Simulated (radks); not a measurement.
All-electron atom: Fe4+ in [Ar] 3d4. Calculated with a radial shooting solver on a logarithmic mesh with Libxc functionals: Dirac Kohn-Sham, LDA (Slater exchange, Perdew-Wang correlation), spin-unpolarised, spherical densities, finite nucleus; open shells fill j = l - 1/2 first; Fermi nuclear charge, rms radius 3.7377 fm. Some entries of the table are withheld. Estimate them.

orbital,occ.,eigenvalue (hartree),r(max) (bohr),<1/r> (bohr^-1)
1s1/2,2,-258.8041,0.03833,25.93
2s1/2,2,-32.31516,0.2229,5.567
2p1/2,2,-28.21217,0.1781,5.521
2p3/2,4,-27.75488,0.1806,5.422
3s1/2,2,-5.58160,0.6963,1.785
3p1/2,2,-4.36920,0.6999,(1)
3p3/2,4,-4.30853,0.7069,(2)
3d3/2,4,(3),0.6715,1.386
3d5/2,0,(4),0.6736,1.381
4s1/2,0,-1.60452,1.883,0.6529
4p1/2,0,-1.30253,2.076,0.5864
4p3/2,0,-1.29311,2.091,0.5818

Answer. 
(1) 3p1/2 <1/r> (bohr^-1): 1.672
(2) 3p3/2 <1/r> (bohr^-1): 1.650
(3) 3d3/2 eigenvalue (hartree): -2.34203
(4) 3d5/2 eigenvalue (hartree): -2.33466
